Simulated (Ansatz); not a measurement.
Geometry optimisation, UKS CAM-B3LYP-D4/6-31G in Ansatz 0.2.0.

Input:

```yaml
crystal:
  periodic: [false, false, false]
  atoms:
    - { symbol: Al, position_ang: [-1.4029, -0.4926, -0.9614] }
    - { symbol: H, position_ang: [0.3627, 0.1376, -1.6615] }
    - { symbol: F, position_ang: [-1.7101, -2.0392, -1.4487] }
    - { symbol: F, position_ang: [-2.4506, 0.7632, -1.153] }
    - { symbol: H, position_ang: [0.571, 0.1607, 0.8651] }
    - { symbol: "N", position_ang: [-0.61, -0.4205, 1.129] }
    - { symbol: H, position_ang: [1.0007, 0.4343, -0.9703] }
    - { symbol: "N", position_ang: [1.6032, 0.6958, 0.1981] }
    - { symbol: H, position_ang: [-0.4445, -1.3085, 1.5853] }
    - { symbol: H, position_ang: [-1.1297, 0.1729, 1.7629] }
    - { symbol: H, position_ang: [2.482, 0.211, 0.3015] }
    - { symbol: H, position_ang: [1.728, 1.6851, 0.3529] }
magnetization:
  spin_polarized: true
basis:
  gaussian: { orbitals: "6-31G" }
hamiltonian:
  xc: cam_b3lyp
  dispersion: d4
relax:
  f_tol: 0.15
  max_steps: 25
  restrain:
    - { distance: [0, 5], at: 3.22, k: 30.0 }
    - { distance: [4, 7], at: 2.32, k: 30.0 }
    - { distance: [6, 1], at: 1.92, k: 30.0 }
    - { distance: [0, 1], at: 1.52, k: 30.0 }
    - { distance: [4, 5], at: 1.02, k: 30.0 }
    - { distance: [6, 7], at: 1.02, k: 30.0 }
```

Run as:

```bash
$ ansatz run input.yaml --threads 2 --pin off --max-ram 3072MiB --backend cpu --events-out ev --progress --plain --runs-dir out
```

**Question.** Where does it end, and by what steps?

**Answer.** The forces met the threshold. The restraints hold the end off the free minimum. Limits of this set-up: no polarisation functions. After 9 steps the energy has fallen by 0.613 eV (the restraints' own energy left out); H5 moved furthest, 0.64 Å. Joined: Al1–H2 (2.00 → 1.54 Å), H5–N6 (1.34 → 1.02 Å), H7–N8 (1.34 → 1.01 Å).

```
step  energy less start (eV)  largest force component (eV/Å)  accepted
   0                  0.0000                           3.749       yes
   1                 -0.6593                           3.598       yes
   2                 -0.6558                           3.065       yes
   3                 -0.3428                           2.147       yes
   4                 -0.5021                           1.405       yes
   5                 -0.5925                           1.248       yes
   6                 -0.5115                           1.866        no
   7                 -0.6119                           1.094       yes
   8                 -0.6163                           1.063       yes
   9                 -0.6134                           1.157       yes
```

```xyz
12
Properties=species:S:1:pos:R:3
Al -1.423 -0.443 -1.525
H -0.011 -0.003 -1.950
F -1.893 -2.070 -1.623
F -2.670 0.697 -1.357
H 0.306 -0.039 1.411
N -0.603 -0.474 1.556
H 1.387 0.601 -0.773
N 1.940 0.858 0.038
H -0.580 -1.434 1.863
H -1.282 0.097 2.039
H 2.812 0.357 0.128
H 2.016 1.853 0.193
```

The run took 56 s on 2 threads of Arm Neoverse N1, with other jobs on the host, peak memory 0.24 GiB.
